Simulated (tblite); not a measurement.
Compound: C5H9N2S (charge +1).
Cartesian coordinates in Å at the GFN2-xTB level; atoms count from 1:
```
atom  x, y, z in Å
C1     2.5770    0.5911    0.4927
N2     1.2862    0.0944    0.0998
C3     1.0312   -0.6246   -1.0292
C4    -0.3014   -0.9021   -1.0419
N5    -0.8391   -0.3537    0.0847
C6    -2.2335   -0.3390    0.4450
S7    -3.0077    1.2736    0.0188
C8     0.1438    0.2485    0.7570
H9     2.9739    1.2502   -0.2803
H10    3.2729   -0.2377    0.6279
H11    2.4951    1.1443    1.4254
H12    1.7963   -0.8837   -1.7328
H13   -0.8841   -1.4457   -1.7576
H14   -2.7558   -1.1492   -0.0602
H15   -2.3387   -0.4404    1.5257
H16   -3.2403    1.0048   -1.2651
H17    0.0171    0.7812    1.6803
```

Computed geometry: GFN2-xTB, gas phase.

Masses are those of the commonest isotopes; rigid-rotor values at the optimised geometry. The values belong to one conformer with, in the numbering `[CH3:1][n+:2]1[cH:3][cH:4][n:5]([CH2:6][SH:7])[cH:8]1`, C4–N5–C6–S7 -99°, N5–C6–S7–H 83°.

Task: What are A, B and C (cm⁻¹)?

Result: Ia = 119.74, Ib = 531.51, Ic = 588.06 u·Å²; 505379 MHz·u·Å²/I gives 4221, 950.8 and 859.4 MHz, that is A = 0.14079, B = 0.03172, C = 0.02867 cm⁻¹.

Task: Classify the top.

Result: A near-prolate asymmetric top: κ = (2 × 950.8 − 4221 − 859.4)/(4221 − 859.4) = -0.95.

Task: What does the inertial defect say?

Result: Not planar: Δ = Ic − Ia − Ib = -63.18 u·Å². For a rigid frame Δ = −2 Σ m c², so Σ m c² = 31.59 u·Å² lies off the ab plane: 9.07 from hydrogen and 22.52 from heavier atoms. The atom farthest from that plane is 1.76 Å away.

Task: Give the other two planar moments, Paa and Pbb, and the rms extents of the mass along the axes.

Result: Paa = Σ m a² = (Ib + Ic − Ia)/2 = 499.92 and Pbb = Σ m b² = (Ia + Ic − Ib)/2 = 88.14 u·Å². With the mass M = 129.05 u, the rms extents √(P/M) along a, b and c are 1.97, 0.83, 0.49 Å.

Task: Where do the levels up to J = 2 lie, in K?

Result: Above 0(0,0), as E/k:
J = 1: 1(0,1) 0.087, 1(1,1) 0.244, 1(1,0) 0.248
J = 2: 2(0,2) 0.261, 2(1,2) 0.413, 2(1,1) 0.426, 2(2,1) 0.897, 2(2,0) 0.897
Those of J = 1 are B + C, A + C and A + B.

Task: Estimate the classical rotational partition function at 25 K, 200 K and 298.15 K.

Result: Point group C1, symmetry number σ = 1; q = (√π/σ)·√((kT/h)³/(ABC)), k/h = 20836.6 MHz/K: 11300 at 25 K, 257000 at 200 K, 467000 at 298.15 K.

Its GFN2-xTB frequencies are all real (lowest 33 cm⁻¹). Constants of a rigid frame at the computed geometry: no zero-point averaging, no centrifugal distortion.
